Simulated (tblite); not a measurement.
Species: C3H9NSeSi3.
Numbering: `[CH2:1]=[CH:2][SiH2:3][SiH2:4][Se:5][SiH2:6][C:7]#[N:8]` (hydrogens: H9, H10 on C1; H11 on C2; H12, H13 on Si3; H14, H15 on Si4; H16, H17 on Si6)

Computed with GFN2-xTB (tblite), gas phase: L-BFGS steps from a force-field or distance-geometry start until the largest atomic force falls under 0.01 eV/Å.

Step 18: E = -605.2757 eV
```
atom  x, y, z in Å  |  force x, y, z in eV/Å
C1     -2.5321    0.4451    0.9158    0.014  -0.080  -0.041
C2     -2.5472   -0.1607   -0.2639    0.004   0.022   0.045
Si3    -1.0349   -0.9594   -1.0658   -0.049  -0.008   0.007
Si4     0.5172    0.6996   -1.6117    0.007   0.002   0.033
Se5     0.9257    2.0347    0.2683    0.019  -0.094   0.003
Si6     1.9294    0.4464    1.5412   -0.061   0.058   0.030
C7      3.4656   -0.1066    0.6371    0.033  -0.025  -0.036
N8      4.3798   -0.4148    0.0200   -0.003  -0.008   0.029
H9     -3.4053    0.9214    1.3344    0.003  -0.008   0.010
H10    -1.6434    0.4837    1.5276   -0.004   0.036  -0.018
H11    -3.4811   -0.1704   -0.8130    0.018   0.006  -0.044
H12    -1.4448   -1.6969   -2.2653   -0.025   0.038  -0.006
H13    -0.4912   -1.9532   -0.1247    0.024   0.011  -0.011
H14     0.1111    1.7248   -2.5682   -0.034   0.032  -0.022
H15     1.8566    0.2470   -1.9929   -0.005  -0.020  -0.008
H16     2.3163    1.0403    2.8112    0.010   0.019  -0.007
H17     1.0715   -0.7372    1.6401    0.048   0.019   0.038
```

Step 19: E = -605.2767 eV
```
atom  x, y, z in Å  |  force x, y, z in eV/Å
C1     -2.5319    0.4435    0.9159   -0.008  -0.042  -0.009
C2     -2.5473   -0.1605   -0.2640    0.009  -0.009  -0.007
Si3    -1.0353   -0.9598   -1.0682   -0.043   0.000   0.020
Si4     0.5198    0.7021   -1.6106   -0.032  -0.035   0.009
Se5     0.9246    2.0316    0.2708    0.016  -0.064  -0.004
Si6     1.9306    0.4473    1.5429   -0.029   0.040  -0.002
C7      3.4672   -0.1068    0.6374   -0.011  -0.012  -0.006
N8      4.3807   -0.4171    0.0207    0.019  -0.013   0.013
H9     -3.4062    0.9204    1.3335    0.024  -0.019   0.010
H10    -1.6431    0.4844    1.5279   -0.014   0.029  -0.026
H11    -3.4816   -0.1709   -0.8143    0.039   0.010  -0.022
H12    -1.4514   -1.6978   -2.2662   -0.013   0.048   0.004
H13    -0.4910   -1.9544   -0.1260    0.016   0.026  -0.028
H14     0.1118    1.7271   -2.5673   -0.030   0.029  -0.013
H15     1.8562    0.2461   -1.9980    0.001  -0.015   0.000
H16     2.3153    1.0443    2.8099    0.025   0.032   0.024
H17     1.0746   -0.7356    1.6456    0.033  -0.005   0.037
```

**Question.** Estimate the geometry and energy of step 20. (The exact step hangs on the optimiser's Hessian estimate; all steps are aligned on step 19, rigid shifts and turns removed.)

**Answer.** E = -605.2774 eV, largest force 0.080 eV/Å
```
atom  x, y, z in Å  |  force x, y, z in eV/Å
C1     -2.5318    0.4416    0.9159   -0.023  -0.002   0.020
C2     -2.5473   -0.1604   -0.2643    0.006  -0.030  -0.043
Si3    -1.0363   -0.9599   -1.0695   -0.021   0.005   0.019
Si4     0.5211    0.7033   -1.6096   -0.055  -0.052  -0.025
Se5     0.9239    2.0283    0.2726    0.005  -0.025  -0.013
Si6     1.9310    0.4486    1.5441    0.015   0.012  -0.014
C7      3.4682   -0.1073    0.6373   -0.044   0.000   0.019
N8      4.3817   -0.4190    0.0216    0.027  -0.016   0.006
H9     -3.4064    0.9192    1.3330    0.030  -0.025   0.010
H10    -1.6430    0.4855    1.5276   -0.014   0.018  -0.027
H11    -3.4811   -0.1710   -0.8159    0.043   0.012  -0.010
H12    -1.4563   -1.6971   -2.2669   -0.007   0.049   0.007
H13    -0.4904   -1.9545   -0.1274    0.011   0.030  -0.035
H14     0.1114    1.7288   -2.5669   -0.022   0.015   0.005
H15     1.8556    0.2448   -2.0014   -0.003  -0.009   0.007
H16     2.3150    1.0476    2.8094    0.032   0.039   0.038
H17     1.0775   -0.7345    1.6503    0.021  -0.021   0.037
```

The energy changes by -0.0007 eV. The first-order estimate −F·Δx gives -0.0010 eV and the mean of the old and new forces, exact on a quadratic surface, -0.0007 eV. The step makes an angle of 60° with the force vector and moves no atom by more than 0.006 Å.

The cost below is that of the whole relaxation. Hardware: one thread, Arm Neoverse N1 (aarch64), no GPU, shared host with 64 logical CPUs at a one-minute load of 60. Cost: 3.1 s.
